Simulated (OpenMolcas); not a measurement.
Re4+ among 6 point charges of -1.5 e arranged as a tetragonal octahedron (D4h), 1.94 Å from the ion, with the axial distance 2.270 Å.

```json
{
  "Program": "OpenMolcas",
  "Method": "CASSCF",
  "Basis": "ANO-RCC-VDZP [7s6p4d2f1g]",
  "Scalar Hamiltonian": "DKH2, point nucleus",
  "Active space": "3 electrons in 5 orbitals (5d)",
  "State averaging": "2S+1 = 4 even, 10 roots; 2S+1 = 2 even, 40 roots",
  "Spin-orbit coupling": "RASSI with atomic mean-field integrals over the reference wave functions"
}
```

Problem. What is the spin-free ground state (labels of D4, the rotations of D4h)?

Solution. 4B1, 1-fold in its orbital part, 100 % from free-ion F terms; it has the highest spin that d3 allows.

Problem. Where is the first state of the same spin?

Solution. 4E at 6940 cm-1 above the ground state.

Problem. What are the lowest two levels with spin-orbit coupling?

Solution. A 2-fold level E3/2 with g = 0.12, 1.69, 1.69, then a 2-fold level E1/2 906.6 cm-1 above it. Their leading multiplicities are 4 (89 %) and 4 (91 %).

Problem. What is χT at 300 K?

Solution. 0.23 cm3 K/mol.

Spin-orbit coupling mixes the spin-free states strongly: the lowest level takes only 56 % from its leading state, 4B1. Without dynamic correlation the repulsion within the d shell is too large (B by tens of per cent), so at a given field states of lower spin stand too high. This is an electrostatic model: the charges have no orbitals. No measured value stands beside these numbers.
